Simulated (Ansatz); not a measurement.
C2H5FO2Si can be A, `C=C[Si](O)(O)F`, or B, `CC(=O)O[SiH2]F`.

Computed with Ansatz on PBE0-D4/def2-TZVP structures; ΔE is electronic, products minus reactants. CCSD(T)/CBS adds triple-zeta CCSD(T) − MP2 to the extrapolated MP2 energy (def2 sets, frozen cores). DFT in def2-TZVPP. B3LYP here is the variant with VWN-RPA as its local correlation; programs differ in this. Each species was taken in one conformer, which may not be the lowest.

Question: Which is lower in electronic energy at CCSD(T)/CBS, and by how much? (Estimate.)

Answer: Computed: A, by 32.7 kcal/mol.

Question: Give E(B) − E(A) in kcal/mol with LDA (SPW92), HF/def2-TZVPP, ωB97M-V, CCSD/def2-TZVPP, BLYP-D4, B3LYP, CCSD(T)/def2-TZVPP. (An estimate is asked.)

Answer: The calculation gave: LDA (SPW92) 24.3, HF/def2-TZVPP 28.0, ωB97M-V 29.4, CCSD/def2-TZVPP 31.0, BLYP-D4 27.2, B3LYP 27.8, CCSD(T)/def2-TZVPP 30.4. None reverses the order clearly.

Question: Does the order hold for the free energy at 298.15 K (harmonic terms from PBE0-D4)? (Estimate.)

Answer: Computed: Yes: G(B) − G(A) = +31.3 kcal/mol, for one conformer each.

Largest T1 diagnostic: 0.014.

In def2-TZVPP, CCSD(T) changes the Hartree–Fock value by +2.3 kcal/mol (the triples alone add −0.6 kcal/mol) and MP2 by +3.3 kcal/mol. From PBE to PBE0 (25 % exact exchange), in def2-TZVPP and without D4, E(B) − E(A) moves by +2.3 kcal/mol.
